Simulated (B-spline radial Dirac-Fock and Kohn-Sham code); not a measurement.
**Pt 4p3/2: cross section and angular parameters**

System: the Pt atom, 1s2 2s2 2p6 3s2 3p6 3d10 4s2 4p6 4d10 4f14 5s2 5p6 5d9 6s1; threshold 519.4 eV (tabulated edge). These are calculated numbers from a radial finite-basis atomic code; the model is Dirac-Hartree-Slater photoionisation with a Latter tail; cross sections with all multipoles, angular parameters from the dipole term and its interference with E2.

For linearly polarised light dσ/dΩ = σ/(4π) [1 + β P₂(cos θ) + (δ + γ cos²θ) sin θ cos φ], with θ from the polarisation vector and φ the angle between the beam and the projection of the electron momentum on the plane normal to the polarisation.

```csv
hν (eV),σ (kb),β,γ,δ
561,225,-0.616,-0.225,0.073
637,204,0.022,-0.176,0.111
656,199,0.136,-0.134,0.111
800,168,0.683,0.150,0.083
846,159,0.791,0.210,0.074
905,?,?,?,?
1090,120,1.152,0.345,0.037
1190,107,1.241,0.348,0.028
1486.9,79.2,1.414,0.291,0.011
2170,44.2,1.597,0.102,0.001
3140,23.1,1.694,-0.034,0.002
5140,8.78,1.746,0.037,0.010
6000,6.32,1.747,0.133,0.013
9251.7,2.39,1.721,0.575,0.022
9800,2.09,1.714,0.651,0.023
12100,1.25,1.683,0.961,0.030
15000,0.731,1.641,1.318,0.040
```

Q: Give the values at 905 eV.

A: σ = 148 kb, β = 0.907, γ = 0.266, δ = 0.063.
